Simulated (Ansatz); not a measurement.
CH3InOSe. Total charge 0; spin multiplicity 1. In: def2 effective core potential. The bonds changed during the relaxation, so this is another structure than the one it started from.

Z-matrix (Å, degrees):
```
In
C 1 2.199
Se 1 2.816 2 39.8
H 1 1.708 2 113.5 3 93.3
H 1 1.708 2 113.5 3 -93.3
O 2 1.312 1 150.2 3 180.0
H 6 0.966 2 109.3 1 0.0
```

Problem. What are the harmonic wavenumbers in cm⁻¹ at PBE0-D4/def2-TZVP (Ansatz, finite differences of forces, unscaled)? (Estimate.)

Solution. Ansatz gave: 113, 216, 230, 329, 430, 445, 504, 569, 609, 788, 1283, 1362, 1857, 1860, 3786.

Problem. Is this a minimum?

Solution. Yes, all 15 modes are real.

Problem. Give the ideal-gas thermochemistry at 298.15 K and 1 bar (rigid rotor, harmonic oscillator; point group Cs, symmetry number 1).

Solution. Zero-point energy 86.0 kJ/mol; H(298) − E = 104.7 kJ/mol; entropy 345.8 J/(mol·K), of which translation 176.4, rotation 119.6, vibration 49.7; G(298) − E = 1.7 kJ/mol.

Problem. And at 400, 500, 600, 800 and 1000 K?

Solution. 
```json
{"T (K)": "400", "H − E (kJ/mol)": "114.9", "S (J/mol/K)": "374.8", "G − E (kJ/mol)": "-35.1"}
{"T (K)": "500", "H − E (kJ/mol)": "125.8", "S (J/mol/K)": "399.2", "G − E (kJ/mol)": "-73.8"}
{"T (K)": "600", "H − E (kJ/mol)": "137.5", "S (J/mol/K)": "420.5", "G − E (kJ/mol)": "-114.8"}
{"T (K)": "800", "H − E (kJ/mol)": "162.6", "S (J/mol/K)": "456.5", "G − E (kJ/mol)": "-202.6"}
{"T (K)": "1000", "H − E (kJ/mol)": "189.2", "S (J/mol/K)": "486.2", "G − E (kJ/mol)": "-297.0"}
```
